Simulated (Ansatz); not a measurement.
Level of theory: Ansatz (a first-principles code) with PBE-D3(BJ)/def2-TZVP. No frequencies were computed at this level.

Ansatz 0.2 input:
```yaml
crystal:
  periodic: [false, false, false]
  atoms:
    - { symbol: B, position_ang: [1.021805, 1.438929, -0.066489] }
    - { symbol: C, position_ang: [0.219073, 0.306194, -0.013344] }
    - { symbol: C, position_ang: [0.748339, -1.096084, 0.199812] }
    - { symbol: C, position_ang: [-1.287107, 0.335765, -0.164351] }
    - { symbol: H, position_ang: [1.682344, 2.375433, -0.110645] }
    - { symbol: H, position_ang: [1.830694, -1.100485, 0.303594] }
    - { symbol: H, position_ang: [0.478107, -1.732346, -0.644135] }
    - { symbol: H, position_ang: [0.311882, -1.529453, 1.100934] }
    - { symbol: H, position_ang: [-1.590264, -0.261843, -1.025465] }
    - { symbol: H, position_ang: [-1.762143, -0.086872, 0.722471] }
    - { symbol: H, position_ang: [-1.65273, 1.350761, -0.302379] }
basis:
  gaussian: { orbitals: def2-tzvp }
hamiltonian:
  xc: pbe
  dispersion: d3bj
relax:
  max_steps: 150
```

Output:

```
Functional definition: PBE
1017 factors; their error is unknown
mean field evaluation 1: about -3877.7471 eV, gradient 8.4e1 eV
mean field evaluation 2: about -3789.7396 eV, gradient 1.8e2 eV
mean field evaluation 4: about -3893.9390 eV, gradient 2.0e1 eV
mean field evaluation 8: about -3895.0432 eV, gradient 4.1e-2 eV
mean field evaluation 16: about -3895.0116 eV, gradient 1.1e-4 eV
mean field -3895.01161506 eV, -143.1390367196 hartree, gradient 4.9e-5 eV, S^2 0.000000; 0 other end points of the search recorded, 0 dependent functions left out
reference -3895.01166068 eV, -143.1390383963 hartree; 15, 15 occupied and 151, 151 virtual orbitals, 1017 factors
relax step   1: F+E_penalty+E_count = -3895.21328795 eV  Δ(F+E_penalty+E_count) = +0.000e0 eV  max|allowed force component| = 7.951e-1 eV/Å  Δτ_max = 0.0000 Å  (29 SCF iters, accepted)
these checks for a lower state are left out or cut short: starts, cluster_reference, orbital_swaps, neighbouring_geometries, increment
1017 factors; their error is unknown
mean field -3895.05459981 eV, -143.1406163802 hartree, gradient 1.9e-5 eV, S^2 0.000000; 0 other end points of the search recorded, 0 dependent functions left out
reference -3895.05464560 eV, -143.1406180631 hartree; 15, 15 occupied and 151, 151 virtual orbitals, 1017 factors
relax step   2: F+E_penalty+E_count = -3895.25509008 eV  Δ(F+E_penalty+E_count) = -4.180e-2 eV  max|allowed force component| = 2.518e-1 eV/Å  Δτ_max = 0.0337 Å  (31 SCF iters, accepted)
these checks for a lower state are left out or cut short: starts, cluster_reference, orbital_swaps, neighbouring_geometries, increment
1017 factors; their error is unknown
mean field evaluation 32: about -3895.0590 eV, gradient 1.9e-5 eV
mean field -3895.05902932 eV, -143.1407791617 hartree, gradient 1.9e-5 eV, S^2 0.000000; 0 other end points of the search recorded, 0 dependent functions left out
reference -3895.05907521 eV, -143.1407808481 hartree; 15, 15 occupied and 151, 151 virtual orbitals, 1017 factors
relax step   3: F+E_penalty+E_count = -3895.25913177 eV  Δ(F+E_penalty+E_count) = -4.042e-3 eV  max|allowed force component| = 7.275e-2 eV/Å  Δτ_max = 0.0156 Å  (31 SCF iters, accepted)
these checks for a lower state are left out or cut short: starts, cluster_reference, orbital_swaps, neighbouring_geometries, increment
1017 factors; their error is unknown
mean field -3895.05878390 eV, -143.1407701427 hartree, gradient 1.9e-5 eV, S^2 0.000000; 0 other end points of the search recorded, 0 dependent functions left out
reference -3895.05882983 eV, -143.1407718306 hartree; 15, 15 occupied and 151, 151 virtual orbitals, 1017 factors
relax step   4: F+E_penalty+E_count = -3895.25887194 eV  Δ(F+E_penalty+E_count) = +2.598e-4 eV  max|allowed force component| = 1.695e-1 eV/Å  Δτ_max = 0.0090 Å  (31 SCF iters, rejected (line search))
these checks for a lower state are left out or cut short: starts, cluster_reference, orbital_swaps, neighbouring_geometries, increment
1017 factors; their error is unknown
mean field -3895.05924590 eV, -143.1407871208 hartree, gradient 1.9e-5 eV, S^2 0.000000; 0 other end points of the search recorded, 0 dependent functions left out
reference -3895.05929181 eV, -143.1407888081 hartree; 15, 15 occupied and 151, 151 virtual orbitals, 1017 factors
relax step   5: F+E_penalty+E_count = -3895.25936705 eV  Δ(F+E_penalty+E_count) = -2.353e-4 eV  max|allowed force component| = 6.704e-3 eV/Å  Δτ_max = 0.0044 Å  (31 SCF iters, accepted)
1017 factors; their error is unknown
mean field evaluation 64: about -3895.0592 eV, gradient 1.2e-2 eV
mean field -3895.05924590 eV, -143.1407871208 hartree, gradient 1.9e-5 eV, S^2 0.000000; 1 other end points of the search recorded, 0 dependent functions left out
reference -3895.05929181 eV, -143.1407888081 hartree; 15, 15 occupied and 151, 151 virtual orbitals, 1017 factors
Total energy: -3895.25941297 eV, -143.1481431249 hartree
Atom 0 at     1.007800     1.419816    -0.063478 Å, force     0.003232     0.004896     0.000607 eV/Å
Atom 1 at     0.204255     0.285914    -0.012251 Å, force    -0.002014    -0.002343    -0.003273 eV/Å
Atom 2 at     0.772551    -1.100535     0.200921 Å, force    -0.003052     0.006396    -0.000303 eV/Å
Atom 3 at    -1.299834     0.356641    -0.167582 Å, force     0.006704    -0.001055     0.002380 eV/Å
Atom 4 at     1.689511     2.384070    -0.107059 Å, force    -0.002473    -0.004375     0.000537 eV/Å
Atom 5 at     1.866177    -1.108457     0.307416 Å, force    -0.000149    -0.000645     0.000221 eV/Å
Atom 6 at     0.513652    -1.757788    -0.647261 Å, force     0.001432    -0.001310     0.000289 eV/Å
Atom 7 at     0.343958    -1.556777     1.110076 Å, force     0.001583    -0.002513     0.000162 eV/Å
Atom 8 at    -1.626936    -0.247914    -1.031255 Å, force    -0.001892     0.000175     0.000302 eV/Å
Atom 9 at    -1.798968    -0.054705     0.726881 Å, force    -0.002807     0.001264    -0.000253 eV/Å
Atom 10 at    -1.672164     1.379734    -0.316405 Å, force    -0.000563    -0.000491    -0.000669 eV/Å
Dipole moment:    -0.003031    -0.003971    -0.000025 e Å
```

Cost: very roughly 27 core-seconds.
